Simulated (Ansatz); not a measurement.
ClF$_{2}$H$_{3}$SSi$_{2}$ (`F[SiH](F)S[SiH2]Cl`), relaxed with RKS PBE0-D4/def2-TZVP in Ansatz from a PBE-D4/def2-SVP geometry. The force threshold is 0.005 eV/Å; the program also tests the step.

Charge 0, multiplicity 1.

Start:

```xyz
9

F    -1.071   -1.570    0.235
Si   -1.436   -0.315   -0.746
F    -3.030   -0.035   -0.636
S    -0.409    1.411   -0.036
Si    1.345    0.366    0.715
Cl    2.915    1.716    0.637
H    -1.123   -0.722   -2.143
H     1.147   -0.046    2.138
H     1.662   -0.805   -0.164
```

(1) By how much does the energy fall, and how many steps does the optimiser take? (An estimate is asked.)

(2) Which bonds change most? (An estimate is asked.)

(3) Give the relaxed structure. (Estimate.)

Results:

(1) The calculation gave: 3.14 kcal/mol, in 28 steps, 2 of them rejected.

(2) Ansatz gave: F1–Si2 from 1.634 to 1.583 Å; S4–Si5 from 2.175 to 2.133 Å; Si2–F3 from 1.622 to 1.581 Å; Si5–Cl6 from 2.072 to 2.047 Å.

(3) Ansatz gave: 
```xyz
9

F    -1.618   -1.790   -0.243
Si   -1.384   -0.293   -0.702
F    -2.785    0.274   -1.164
S    -0.740    0.899    0.915
Si    1.310    0.313    0.852
Cl    2.404    1.529   -0.379
H    -0.447   -0.308   -1.837
H     1.833    0.445    2.225
H     1.426   -1.068    0.333
```
